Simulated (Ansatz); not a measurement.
Basis-set series for `C=C(F)B(F)P`. Total charge 0; spin multiplicity 1. The structure was optimised at the PBE0-D4/def2-TZVP level. It is one conformer, not always the lowest.

| functional | basis | functions | energy (Eh) | HOMO (eV) | LUMO (eV) |
| --- | --- | --- | --- | --- | --- |
| PBE0-D4 | def2-TZVPP | 253 | -644.23378 | -7.66 | -1.96 |
| PBE0-D4 | def2-QZVPP | 475 | -644.26016 | -7.68 | -2.00 |
| ωB97M-V | def2-TZVPP | 253 | -644.56262 | -9.79 | 0.10 |
| ωB97M-V | def2-QZVPP | 475 | -644.58744 | -9.81 | 0.04 |

Problem. Give the rows for def2-SVP. (Estimate.)

Solution. Ansatz gave: 
```
functional     basis  functions  energy (Eh)  HOMO (eV)  LUMO (eV)
   PBE0-D4  def2-SVP        108   -643.76036      -7.56      -1.83
   ωB97M-V  def2-SVP        108   -644.07929      -9.66       0.29
```

Positive LUMOs are unbound and depend on the basis.
